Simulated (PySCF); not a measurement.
Si(Cl)(H)2(NHMe) (CH₆ClNSi), SMILES N(C)[SiH2]Cl. Heavy atoms are numbered as in [SiH2:1]([Cl:2])[NH:3][CH3:4]. Hydrogens are named by the atom that carries them.

The structure is a stationary point at B3LYP-D3(BJ)/def2-SVP. One conformer was computed; it need not be the lowest.

Computed with PBE0/pcSseg-1 (PySCF).

GIAO shieldings, no solvent; atoms alike by connectivity are averaged. δ = σ(ref) − σ: ²⁹Si against TMS (σ = 352.7 ppm); ³⁵Cl against HCl (σ = 945.9 ppm); ¹⁵N against NH3 (σ = 267.4 ppm); ¹³C against TMS (σ = 186.3 ppm); ¹H against TMS (σ = 31.56 ppm), references at their B3LYP-D3(BJ)/def2-TZVP geometries, non-relativistic (without spin–orbit terms, shifts of atoms bonded to Cl or Br come out too high).

Computed chemical shifts:
```json
[
 {"nucleus": "²⁹Si", "atoms": "Si1 (SiH2)", "count": "1", "δ (ppm)": "-17.3"},
 {"nucleus": "³⁵Cl", "atoms": "Cl2", "count": "1", "δ (ppm)": "51.1"},
 {"nucleus": "¹⁵N", "atoms": "N3 (NH)", "count": "1", "δ (ppm)": "44.6"},
 {"nucleus": "¹³C", "atoms": "C4 (CH3)", "count": "1", "δ (ppm)": "34.3"},
 {"nucleus": "¹H", "atoms": "H on Si1", "count": "2", "δ (ppm)": "5.38"},
 {"nucleus": "¹H", "atoms": "H on C4", "count": "3", "δ (ppm)": "3.05"},
 {"nucleus": "¹H", "atoms": "H on N3", "count": "1", "δ (ppm)": "1.11"}
]
```
